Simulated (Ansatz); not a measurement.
`[NH2][GeH2][CH]=O`. The species carries charge 0 and has multiplicity 1. The structure was optimised at the PBE0-D4/def2-TZVP level. It is one conformer, not always the lowest.

```xyz
9

N    -1.007   -0.959    0.735
Ge   -0.078   -0.142   -0.627
C     1.046    1.279    0.235
O     2.016    1.754   -0.289
H    -0.513   -1.703    1.207
H    -1.921   -1.298    0.471
H     0.854   -1.070   -1.433
H    -1.121    0.515   -1.545
H     0.724    1.624    1.247
```

(1) What is the dipole moment at r2SCAN/def2-TZVPP? (An estimate is asked.)

(2) And with PBE, B3LYP, ωB97M-V? (Best estimate.)

(3) Give the Mulliken charges with r2SCAN, ωB97M-V, PBE in def2-TZVPP. (An estimate is asked.)

Answers

(1) The calculation gave: 2.85 D, with components (-1.93, -2.02, 0.55) D in this frame, pointing from negative to positive charge.

(2) The calculation gave: PBE 2.75 D, B3LYP 2.93 D, ωB97M-V 2.97 D.

(3) The calculation gave: 
```tsv
atom	r2SCAN	ωB97M-V	PBE
N1	-0.46	-0.39	-0.41
Ge2	0.28	0.24	0.23
C3	0.12	0.03	0.04
O4	-0.25	-0.24	-0.18
H5	0.15	0.11	0.14
H6	0.15	0.12	0.15
H7	-0.03	0.01	-0.02
H8	-0.01	0.02	-0.01
H9	0.04	0.09	0.06
```

B3LYP here is the variant with VWN-RPA as its local correlation; programs differ in this.

Computed with Ansatz.
